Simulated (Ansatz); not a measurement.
Saddle point of SiNH6ClO, singlet (SiNH₄Cl ([NH2][SiH2][Cl]) + H₂O → SiH₃ClO ([OH][SiH2][Cl]) + NH₃ (still joined by a long Si–N bond); bonds formed: Si1–O7, N2–H6; bonds broken: H6–O7; bonds weakened to dative contacts: Si1–N2), PBE0-D4/def2-TZVP structure:

Si1  (-0.600, 0.198, -0.516)
N2  (0.031, -0.811, 0.929)
H3  (-0.580, -0.537, -1.801)
H4  (-2.051, 0.129, -0.137)
Cl5  (-0.579, 2.305, -0.479)
H6  (1.112, -0.337, 0.449)
O7  (1.354, 0.256, -0.583)
H8  (-0.326, -0.524, 1.832)
H9  (-0.108, -1.810, 0.831)
H10  (1.746, 1.131, -0.527)
(Å)

Energies are electronic, without zero-point energy. Barriers and step energies count from the start structure reached by relaxing down the imaginary mode; all methods use the PBE0-D4 structures, on which another method's saddle can fall below an end. Ansatz 0.2.0; basis: def2-TZVPP, with def2-QZVPP for the basis limit; cores frozen in the correlated methods. B3LYP uses VWN-RPA correlation. Extrapolation: Hartree–Fock as exp(−7.88 √X), correlation as X^−2.97.

```json
{"method": "SPW92", "barrier (eV)": "?", "step energy (eV)": "-0.632"}
{"method": "PBE-D4", "barrier (eV)": "0.955", "step energy (eV)": "-0.481"}
{"method": "BLYP-D4", "barrier (eV)": "1.147", "step energy (eV)": "-0.405"}
{"method": "r2SCAN-D4", "barrier (eV)": "1.042", "step energy (eV)": "-0.543"}
{"method": "B97M-V", "barrier (eV)": "1.211", "step energy (eV)": "-0.528"}
{"method": "PBE0-D4", "barrier (eV)": "?", "step energy (eV)": "-0.507"}
{"method": "B3LYP-D4", "barrier (eV)": "1.224", "step energy (eV)": "-0.435"}
{"method": "r2SCAN0-D4", "barrier (eV)": "1.128", "step energy (eV)": "-0.549"}
{"method": "BHLYP-D4", "barrier (eV)": "1.370", "step energy (eV)": "-0.468"}
{"method": "CAM-B3LYP-D4", "barrier (eV)": "?", "step energy (eV)": "-0.468"}
{"method": "wB97X-V", "barrier (eV)": "1.186", "step energy (eV)": "-0.503"}
{"method": "wB97M-V", "barrier (eV)": "1.166", "step energy (eV)": "-0.511"}
{"method": "B2PLYP", "barrier (eV)": "1.239", "step energy (eV)": "-0.466"}
{"method": "PBE-QIDH", "barrier (eV)": "1.146", "step energy (eV)": "-0.544"}
{"method": "RPA on PBE", "barrier (eV)": "1.214", "step energy (eV)": "-0.487"}
{"method": "HF", "barrier (eV)": "1.830", "step energy (eV)": "-0.382"}
{"method": "MP2", "barrier (eV)": "1.164", "step energy (eV)": "-0.515"}
{"method": "CCSD", "barrier (eV)": "1.325", "step energy (eV)": "-0.487"}
{"method": "CCSD(T)", "barrier (eV)": "1.230", "step energy (eV)": "-0.500"}
```

(1) Fill in the withheld barriers. (Judge from chemistry; the value comes from the calculation.)

The T1 diagnostic stays at or below 0.011.

Answers

(1) By the calculation: SPW92 0.605; CAM-B3LYP-D4 1.208; PBE0-D4 1.076 eV. Each is the energy of the saddle less that of the start structure, by the same method.

For comparison, the barrier by CCSD(T) at an estimated basis limit (MP2 extrapolated from triple and quadruple zeta, plus CCSD(T) − MP2 in triple zeta) is 1.237 eV.

The step is the kind of ligand exchange by which a precursor binds to a hydroxyl group, or is hydrolysed, in atomic layer deposition of oxides.

Labels in which every atom is bracketed show which atoms are joined, not bond orders.

For scale, one of the runs: CCSD(T)/def2-TZVPP, 230 basis functions, launched by `ansatz run in.yaml --threads 4 --pin off --events-out ev --progress --plain --max-ram 9574MiB`. Time: 25 s of wall clock on 4 CPU threads of an AMD EPYC 9R45; the host was shared. Peak host memory: 3.9 GiB.
